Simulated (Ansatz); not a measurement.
A trace of molecular dynamics of CH6BNO (10 atoms, charge 0, multiplicity 1).

Method: Ansatz, RKS r2SCAN-D4/STO-3G.

```json
{
  "ensemble": "NVT, Nosé–Hoover chain",
  "set temperature": "1500 K",
  "thermostat": "time constant 100 fs, chain length 3 (defaults)",
  "seed": "672317"
}
```

```tsv
time (fs)	T (K)	potential energy less start (eV)	conserved less start (meV/atom)
0.0	1500	0.000	0.00
6.0	603	0.997	6.88
12.0	482	1.153	9.63
18.0	705	0.884	5.12
24.0	665	0.934	5.24
30.0	899	0.680	2.94
36.0	505	1.161	8.50
42.0	817	0.828	5.46
48.0	1221	0.416	3.30
54.0	843	0.870	6.37
60.0	493	1.281	8.72
66.0	597	1.182	6.87
72.0	886	0.871	2.75
78.0	953	0.854	4.75
84.0	879	1.016	8.87
90.0	651	1.322	11.50
96.0	1415	0.504	3.97
102.0	1291	0.672	3.36
108.0	740	1.313	7.08
114.0	517	1.617	11.55
120.0	979	1.111	5.66
126.0	1377	0.704	3.53
132.0	1250	0.888	6.18
138.0	956	1.243	9.83
144.0	932	1.273	10.08
150.0	1182	0.965	6.22
```

Question: Can this run be trusted? Judge the integration.

Answer: The conserved energy wandered by up to 12.2 meV per atom (net 6.2 meV per atom), which is poor conservation. The schedule's set-point averaged 748 K over the second half and the system 996 K, so it lags behind the ramp. A run of 0.15 ps of so small a system gives no equilibrium averages. Limits of this set-up: minimal basis. The time step was 1 fs.

Run time: 5.3 min on 1 thread of Arm Neoverse V1, with other jobs on the host, peak memory 0.1 GiB.
